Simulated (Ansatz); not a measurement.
Consider the ligand exchange at the Si–O bond: `C[O][Zn][O][SiH3]` + `[OH][Sc]([Cl])[Cl]` → `[SiH3][O][Sc]([Cl])[Cl]` + `C[O][Zn][OH]`.

Gas-phase electronic energies from Ansatz, PBE0-D4/def2-TZVP geometries. CBS: MP2 limit from def2 TZ/QZ plus the TZ coupled-cluster correction, frozen cores. DFT in def2-TZVPP. B3LYP here is the variant with VWN-RPA as its local correlation; programs differ in this. HSE06 is defined as in plane-wave codes. For Sc, Zn outer-core shells are correlated without core-valence functions, which leaves a few kJ/mol of doubt a bond. Scalar relativity is left out up to krypton. Each species was taken in one conformer, which may not be the lowest.

```json
{"level": "PBE-D4", "ΔE (kcal/mol)": "-1.2", "difference from CCSD(T)/CBS": "-0.5"}
{"level": "revPBE-D4", "ΔE (kcal/mol)": "-1.4", "difference from CCSD(T)/CBS": "-0.7"}
{"level": "BLYP-D4", "ΔE (kcal/mol)": "-1.4", "difference from CCSD(T)/CBS": "-0.7"}
{"level": "r2SCAN-D4", "ΔE (kcal/mol)": "-0.4", "difference from CCSD(T)/CBS": "0.3"}
{"level": "B97M-V", "ΔE (kcal/mol)": "-0.3", "difference from CCSD(T)/CBS": "0.4"}
{"level": "PBE0-D4", "ΔE (kcal/mol)": "-0.2", "difference from CCSD(T)/CBS": "0.5"}
{"level": "B3LYP-D4", "ΔE (kcal/mol)": "-0.5", "difference from CCSD(T)/CBS": "0.2"}
{"level": "r2SCANh-D4", "ΔE (kcal/mol)": "-0.1", "difference from CCSD(T)/CBS": "0.6"}
{"level": "r2SCAN0-D4", "ΔE (kcal/mol)": "0.3", "difference from CCSD(T)/CBS": "1.0"}
{"level": "BHLYP-D4", "ΔE (kcal/mol)": "0.5", "difference from CCSD(T)/CBS": "1.2"}
{"level": "CAM-B3LYP-D4", "ΔE (kcal/mol)": "0.3", "difference from CCSD(T)/CBS": "1.0"}
{"level": "ωB97X-V", "ΔE (kcal/mol)": "0.4", "difference from CCSD(T)/CBS": "1.1"}
{"level": "ωB97M-V", "ΔE (kcal/mol)": "0.4", "difference from CCSD(T)/CBS": "1.1"}
{"level": "B2PLYP", "ΔE (kcal/mol)": "-0.2", "difference from CCSD(T)/CBS": "0.5"}
{"level": "PBE-QIDH", "ΔE (kcal/mol)": "0.4", "difference from CCSD(T)/CBS": "1.1"}
{"level": "PBE", "ΔE (kcal/mol)": "-1.2", "difference from CCSD(T)/CBS": "-0.5"}
{"level": "revPBE", "ΔE (kcal/mol)": "-1.4", "difference from CCSD(T)/CBS": "-0.7"}
{"level": "BLYP", "ΔE (kcal/mol)": "-1.3", "difference from CCSD(T)/CBS": "-0.6"}
{"level": "B3LYP", "ΔE (kcal/mol)": "-0.3", "difference from CCSD(T)/CBS": "0.4"}
{"level": "r2SCANh", "ΔE (kcal/mol)": "0.0", "difference from CCSD(T)/CBS": "0.7"}
{"level": "r2SCAN0", "ΔE (kcal/mol)": "0.4", "difference from CCSD(T)/CBS": "1.1"}
{"level": "HSE06", "ΔE (kcal/mol)": "-0.1", "difference from CCSD(T)/CBS": "0.6"}
{"level": "BHLYP", "ΔE (kcal/mol)": "0.7", "difference from CCSD(T)/CBS": "1.4"}
{"level": "CAM-B3LYP", "ΔE (kcal/mol)": "0.4", "difference from CCSD(T)/CBS": "1.1"}
{"level": "LC-ωPBE", "ΔE (kcal/mol)": "0.9", "difference from CCSD(T)/CBS": "1.6"}
{"level": "RPA@PBE/def2-TZVPP", "ΔE (kcal/mol)": "-0.2", "difference from CCSD(T)/CBS": "0.5"}
{"level": "HF/def2-SVP", "ΔE (kcal/mol)": "3.6", "difference from CCSD(T)/CBS": "4.3"}
{"level": "MP2/def2-SVP", "ΔE (kcal/mol)": "3.0", "difference from CCSD(T)/CBS": "3.7"}
{"level": "CCSD/def2-SVP", "ΔE (kcal/mol)": "2.9", "difference from CCSD(T)/CBS": "3.6"}
{"level": "CCSD(T)/def2-SVP", "ΔE (kcal/mol)": "2.8", "difference from CCSD(T)/CBS": "3.5"}
{"level": "HF/def2-TZVPP", "ΔE (kcal/mol)": "1.7", "difference from CCSD(T)/CBS": "2.4"}
{"level": "SCS-MP2/def2-TZVPP", "ΔE (kcal/mol)": "0.1", "difference from CCSD(T)/CBS": "0.8"}
{"level": "CCSD/def2-TZVPP", "ΔE (kcal/mol)": "0.3", "difference from CCSD(T)/CBS": "1.0"}
{"level": "CCSD(T)/def2-TZVPP", "ΔE (kcal/mol)": "0.0", "difference from CCSD(T)/CBS": "0.7"}
{"level": "HF/def2-QZVPP", "ΔE (kcal/mol)": "1.4", "difference from CCSD(T)/CBS": "2.1"}
{"level": "MP2/def2-QZVPP", "ΔE (kcal/mol)": "-0.5", "difference from CCSD(T)/CBS": "0.2"}
{"level": "SCS-MP2/def2-QZVPP", "ΔE (kcal/mol)": "-0.3", "difference from CCSD(T)/CBS": "0.4"}
{"level": "HF/CBS(def2)", "ΔE (kcal/mol)": "1.4", "difference from CCSD(T)/CBS": "2.1"}
{"level": "MP2/CBS(def2)", "ΔE (kcal/mol)": "-0.7", "difference from CCSD(T)/CBS": "0.0"}
{"level": "CCSD/CBS(def2)", "ΔE (kcal/mol)": "-0.4", "difference from CCSD(T)/CBS": "0.3"}
{"level": "CCSD(T)/CBS", "ΔE (kcal/mol)": "-0.7", "difference from CCSD(T)/CBS": "0"}
```

Largest T1 diagnostic among the species: 0.017.

At CCSD(T), def2-SVP lies +3.5 kcal/mol from the extrapolated value and def2-TZVPP +0.7 kcal/mol. Leaving LDA and LC-ωPBE aside and taking each functional with its dispersion term where it has one, the values spread over 1.9 kcal/mol, from revPBE-D4 to BHLYP-D4. LDA lies +0.8 kcal/mol from PBE without D4.
